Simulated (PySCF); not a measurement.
sulfur tetrafluoride (F4S), SMILES FS(F)(F)F. Atoms are numbered in the order given.

```xyz
5

F      1.2335     0.0000     0.6222
S      0.0000     0.0000    -0.3903
F      0.0000    -1.6679    -0.2753
F      0.0000     1.6679    -0.2753
F     -1.2335     0.0000     0.6222
```

Geometry: TPSSh-D3(BJ)/def2-SVP.

These are r2SCAN/def2-TZVP in PySCF values and carry that method's errors.

Gas-phase values at a fixed geometry.

```json
{
  "total_energy": "-797.53266 hartree",
  "point_group": "C2v",
  "highest_occupied_level": "-8.78 eV",
  "lowest_empty_level": "-3.31 eV",
  "orbital_gap": "5.47 eV",
  "dipole_moment": "0.77 D",
  "quadrupole, principal values (traceless, Buckingham form, about the centre of nuclear charge)": "-5.84, 2.53, 3.32 D·Å",
  "mean_static_polarisability": "25.3 bohr³ (3.76 Å³)",
  "polarisability_principal_values": "20.1, 24.4, 31.5 bohr³"
}
```
